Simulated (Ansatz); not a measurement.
`[OH][GaH][F]` + HBr → `[F][GaH][Br]` + H₂O at 500 K and 1 bar (ligand exchange at a Ga–O bond).

Isolated molecules relaxed with PBE0-D4/def2-TZVP in Ansatz; ΔE leaves out vibrations. CBS: MP2 limit from def2 TZ/QZ plus the TZ coupled-cluster correction, frozen cores. This one scheme is used for every species. For Br, Ga outer-core shells are correlated without core-valence functions, which leaves a few kJ/mol of doubt a bond. Scalar relativity is left out up to krypton. One conformer a species, not always the lowest.

```
       species  CCSD(T)/CBS energy (Eh)  H − E (kJ/mol)  S (J/(mol·K))
`[OH][GaH][F]`              -2100.17635            88.0          326.9
           HBr              -2573.91920            30.5          213.7
`[F][GaH][Br]`              -4597.74300            53.0          340.4
           H₂O                -76.37941            73.2          206.3
```

H − E and S are ideal-gas, rigid-rotor, harmonic terms from PBE0-D4/def2-TZVP, for one conformer and one mirror image of each species. 1 Eh = 2625.50 kJ/mol, R = 8.31446 J/(mol·K).

Q: By hand: ΔE, ΔH, ΔS and ΔG.

A: ΔE = (-4597.74300) + (-76.37941) − (-2100.17635) − (-2573.91920) = -0.02686 Eh = -70.5 kJ/mol. Δ(H − E) = 53.0 + 73.2 − 88.0 − 30.5 = 7.7, so ΔH = -62.8 kJ/mol. ΔS = 340.4 + 206.3 − 326.9 − 213.7 = 6.1 J/(mol·K). ΔG = -62.8 − 500 × (6.1)/1000 = -65.8 kJ/mol.

Q: By hand: the equilibrium constant, and the temperature at which ΔG would vanish if ΔH and ΔS stayed fixed.

A: log₁₀ K = −ΔG/(RT ln 10) = 6.9. ΔH and −TΔS have one sign here, so there is no such temperature.

The number of gas molecules stays the same, so ΔS is small and ΔH decides. A doubt of 5 kJ/mol in ΔE shifts log₁₀ K by 0.5 here. Other conformers and mirror images would add mixing entropy, several J/(mol·K) or more a flexible species. These are equilibria of isolated gas molecules and say nothing of rates. Largest T1 diagnostic: 0.015 (customary marks: 0.02 for closed shells, 0.045 for open ones).

ΔS is within the doubt of such terms, so its sign, and with it that verdict, could turn.
